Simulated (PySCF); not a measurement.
C2H8AsB.
Geometry (PBE0-D3(BJ)/def2-SVP, Å), atoms numbered from 1 in this order:
```
atom  x, y, z in Å
B1     2.6097   -0.3247    0.3810
As2    0.9383    0.6521    0.7153
C3    -0.5062   -0.3939   -0.1317
C4    -1.8528    0.3035   -0.0491
H5     3.6454    0.2882    0.2866
H6     2.6223   -1.5313    0.4548
H7     1.0542    1.8211   -0.2439
H8    -0.5208   -1.3522    0.4114
H9    -0.2337   -0.6165   -1.1734
H10   -2.6449   -0.3170   -0.4979
H11   -1.8449    1.2648   -0.5870
H12   -2.1384    0.5110    0.9936
```

Level of theory: PBE0-D3(BJ)/def2-SVP geometry optimisation, gas phase in PySCF.

Masses are those of the commonest isotopes; rigid-rotor values at the optimised geometry. The values belong to one conformer with, in the numbering `[BH2:1][AsH:2][CH2:3][CH3:4]`, H–B1–As2–C3 150° and -40°, B1–As2–C3–C4 -175°.

Problem. What are A, B and C (GHz)?

Solution. Ia = 40.77, Ib = 192.00, Ic = 221.08 u·Å²; 505379 MHz·u·Å²/I gives 12395, 2632 and 2286 MHz, that is A = 12.395, B = 2.6322, C = 2.2860 GHz.

Problem. What kind of rotor is it?

Solution. A near-prolate asymmetric top; Ray's κ = -0.932.

Problem. Is it planar, by Δ = Ic − Ia − Ib?

Solution. Not planar: Δ = Ic − Ia − Ib = -11.69 u·Å². For a rigid frame Δ = −2 Σ m c², so Σ m c² = 5.85 u·Å² lies off the ab plane: 5.62 from hydrogen and 0.23 from heavier atoms. The atom farthest from that plane is 1.34 Å away.

Problem. Which lines would a microwave search look for?

Solution. The dipole components are |μa| = 1.27 D, |μb| = 0.48 D, |μc| = 0.43 D. Intensities carry the squares of the components, which stand as 1.00 : 0.14 : 0.12 (a : b : c). Some lines, for components of 0.1 D or more:

```json
{"type": "a", "branch": "Q", "J(Ka,Kc)": "1(1,0) ← 1(1,1)", "MHz": "346", "lower level (cm⁻¹)": "0.490"}
{"type": "c", "branch": "Q", "J(Ka,Kc)": "2(1,2) ← 2(0,2)", "MHz": "9426", "lower level (cm⁻¹)": "0.492"}
{"type": "b", "branch": "Q", "J(Ka,Kc)": "3(1,2) ← 3(0,3)", "MHz": "11015", "lower level (cm⁻¹)": "0.983"}
{"type": "b", "branch": "R", "J(Ka,Kc)": "2(1,2) ← 1(0,1)", "MHz": "19253", "lower level (cm⁻¹)": "0.164"}
{"type": "a", "branch": "R", "J(Ka,Kc)": "4(1,3) ← 3(1,2)", "MHz": "20347", "lower level (cm⁻¹)": "1.350"}
{"type": "b", "branch": "R", "J(Ka,Kc)": "4(1,4) ← 3(0,3)", "MHz": "27900", "lower level (cm⁻¹)": "0.983"}
{"type": "c", "branch": "Q", "J(Ka,Kc)": "2(2,1) ← 2(1,1)", "MHz": "29290", "lower level (cm⁻¹)": "0.841"}
{"type": "c", "branch": "R", "J(Ka,Kc)": "4(1,3) ← 3(0,3)", "MHz": "31361", "lower level (cm⁻¹)": "0.983"}
{"type": "b", "branch": "Q", "J(Ka,Kc)": "5(2,4) ← 5(1,5)", "MHz": "32440", "lower level (cm⁻¹)": "2.704"}
{"type": "c", "branch": "R", "J(Ka,Kc)": "5(1,4) ← 4(0,4)", "MHz": "37194", "lower level (cm⁻¹)": "1.636"}
{"type": "c", "branch": "Q", "J(Ka,Kc)": "3(3,1) ← 3(2,1)", "MHz": "49642", "lower level (cm⁻¹)": "2.312"}
{"type": "b", "branch": "Q", "J(Ka,Kc)": "5(3,3) ← 5(2,4)", "MHz": "49762", "lower level (cm⁻¹)": "3.786"}
{"type": "b", "branch": "R", "J(Ka,Kc)": "4(2,2) ← 3(1,3)", "MHz": "50654", "lower level (cm⁻¹)": "1.281"}
{"type": "c", "branch": "R", "J(Ka,Kc)": "5(2,4) ← 4(1,4)", "MHz": "56127", "lower level (cm⁻¹)": "1.913"}
{"type": "c", "branch": "R", "J(Ka,Kc)": "4(3,2) ← 3(2,2)", "MHz": "69378", "lower level (cm⁻¹)": "2.310"}
{"type": "c", "branch": "R", "J(Ka,Kc)": "4(4,0) ← 3(3,0)", "MHz": "89228", "lower level (cm⁻¹)": "3.967"}
{"type": "b", "branch": "Q", "J(Ka,Kc)": "5(5,0) ← 5(4,1)", "MHz": "89408", "lower level (cm⁻¹)": "7.765"}
{"type": "c", "branch": "R", "J(Ka,Kc)": "5(4,2) ← 4(3,2)", "MHz": "94149", "lower level (cm⁻¹)": "4.624"}
```

Stationary, but not proved a minimum. Zero-point vibration and centrifugal distortion are left out. A rigid rotor knows nothing of internal rotation, which can split or shift real lines. Quadrupole hyperfine structure (11B, 75As) is left out.
